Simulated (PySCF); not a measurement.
## ORD: `C(#C)[C@H]1C[C@@H]1[NH2+][GeH3]`, [C₅H₁₀GeN]+, charge +1

Geometry:
```
atom   x (Å)   y (Å)   z (Å)
  C1  -2.537   2.131  -0.013
  C2  -1.887   1.181   0.315
  C3  -1.108   0.044   0.703
  C4  -1.325  -1.290   0.029
  C5  -0.086  -0.505  -0.260
  N6   1.204  -0.952   0.289
 Ge7   2.456   0.600   0.623
  H8  -3.116   2.962  -0.289
  H9  -0.856   0.027   1.760
 H10  -1.248  -2.181   0.633
 H11  -2.073  -1.352  -0.746
 H12   0.019  -0.028  -1.227
 H13   1.628  -1.636  -0.347
 H14   1.026  -1.452   1.167
 H15   3.630  -0.095   1.232
 H16   2.641   1.119  -0.761
 H17   1.625   1.439   1.531
```

Total charge +1.

Theory: TDDFT CAM-B3LYP/def2-SVPD circular dichroism and optical rotation, one conformer, gas phase in PySCF. Geometry: GFN2-xTB.

The molecule is flexible and this is one conformer; a measurement averages over conformers. The calculation is non-relativistic, which matters for the atoms heavier than Zn.

Stereocentres: C3 R, C5 S.

(1) What is the specific rotation at 633, 589.3, 546, 436, 405, 365, 355 nm?

(2) And for the mirror image at 589.3 nm?

(3) What is the molar rotation [Φ] = [α]·M/100 of the geometry above at 589.3 nm?

Results:

(1) [α] in deg dm⁻¹ (g/mL)⁻¹:
```csv
λ (nm),origin-invariant length gauge,modified velocity gauge,length gauge (centre of mass),isotropic polarisability (au)
633,+57.4,+53.1,+58.7,87.7
589.3,+67.1,+62.1,+68.6,88.0
546,+79.5,+73.6,+81.3,88.4
436,+133.3,+123.4,+136.2,90.1
405,+159.0,+147.3,+162.5,90.9
365,+205.3,+190.2,+209.8,92.3
355,+220.1,+203.9,+224.9,92.7
```

(2) -67.1 deg dm⁻¹ (g/mL)⁻¹ (origin-invariant length gauge): the same size and the opposite sign.

(3) With M = 156.77 g/mol, +105.2 deg cm² dmol⁻¹ (origin-invariant length gauge).

The first excitation lies at 6.07 eV (204 nm) with R = -4.7 × 10⁻⁴⁰ esu² cm² (velocity form).
